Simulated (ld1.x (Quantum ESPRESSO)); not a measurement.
## What one change does to a pseudopotential (B (Z = 5), TM)

- Element: B (Z = 5)
- Generator: ld1.x (Quantum ESPRESSO) 7.5
- Type: norm-conserving Troullier–Martins (Kleinman–Bylander form)
- Functional: PBE
- Relativity: non-relativistic
- Frozen core: [He]
- Valence charge: 3
- Reference configuration: 2s2 2p1
- Partial waves: 2p (bound): rc 2.45 bohr; 3d channel at 0.4 Ry: rc 2.10 bohr; 2s (bound): rc 1.60 bohr
- Local potential: the s channel
- Core correction: a·sin(br)/r model core inside 0.70 bohr

All-electron outer shells of the reference configuration (PBE, non-relativistic, ld1.x):

| shell | level (eV) | outermost node (bohr) | outermost maximum (bohr) |
| --- | --- | --- | --- |
| 2s | -9.44 | 0.46 | 1.52 |
| 2p | -3.61 | – | 1.57 |

Change: functional LDA (PZ).

Cutoffs: the cutoffs (Ry, on a coarse ladder) from which the occupation-weighted sum of valence levels, in a spherical-Bessel basis at the reference potential, stays within 10 and 1 mRy of its value at 400 Ry; they do not see the model core or the augmentation charge, which bear on the density cutoff. Errors are all-electron minus pseudo energies relative to the spin-unpolarised reference configuration.

Question: How do hardness, ghosts and transferability respond?

Answer: The potential gets neither clearly harder nor softer (18 Ry and 45 Ry → 18 Ry and 45 Ry); the number of tests with a reliable result goes from 7 to 9; of the 7 tests that both files solve, the error grows in 0 and shrinks in 3 by more than 15 % and 0.3 meV (median size 19.6 → 5.4 meV); neither file shows a bound ghost.

```csv
quantity,base,changed
"cutoff, loose",18 Ry,18 Ry
"cutoff, tight",45 Ry,45 Ry
bound ghosts,none,none
"error for 2s2 2p0, meV [ΔE 8.22 → 8.33 eV]",+43,+40
"error for 2s1 2p0, meV [ΔE 33.64 → 33.63 eV]",+147,+131
"error for 2s2 2p0.5, meV [ΔE 2.89 → 2.94 eV]",+5.6,+5.4
"error for 2s2 2p1.3, meV [ΔE -0.74 → -0.77 eV]",+0.4,+0.5
"error for 2s1 2p1, meV [ΔE 14.36 → 14.28 eV]",-20,-15
"error for 2s1 2p2, meV [ΔE 5.84 → 5.68 eV]",-5.5,-1.2
"error for 2s0 2p3, meV [ΔE 11.71 → 11.39 eV]",-22,-3.1
s: phases at 2.64 bohr within 0.05 rad from the reference energy up to (Ry; the scan ends near 5),1.8,1.8
p: phases at 2.64 bohr within 0.05 rad from the reference energy up to (Ry; the scan ends near 5),1.6,1.6
d: phases at 2.64 bohr within 0.05 rad from the reference energy up to (Ry; the scan ends near 5),to the end of the scan,to the end of the scan
```
